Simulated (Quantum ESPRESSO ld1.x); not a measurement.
Values are calculated unless marked as measured or tabulated.
Q: The iron ion Fe8+, 18 electrons, occupied as [Ar]. Code: ld1.x of Quantum ESPRESSO 7.5. Model: Dirac Kohn-Sham, LDA (Slater exchange, Perdew-Zunger correlation), spin-unpolarised, spherical densities, point nucleus. Some entries of the table are withheld. Estimate them.

orbital,occ.,eigenvalue (hartree),<r> (bohr)
1s1/2,2,-263.212,0.05857
2s1/2,2,-36.8701,0.2669
2p1/2,2,-32.7624,0.2334
2p3/2,4,-32.3052,0.2364
3s1/2,2,-9.39090,0.7482
3p1/2,2,(1),0.7552
3p3/2,4,(2),0.7614
3d3/2,0,-6.08531,0.7473
3d5/2,0,-6.07427,0.7490
4s1/2,0,-3.84000,(3)

A: 
(1) 3p1/2 eigenvalue (hartree): -8.14460
(2) 3p3/2 eigenvalue (hartree): -8.07093
(3) 4s1/2 <r> (bohr): 1.629
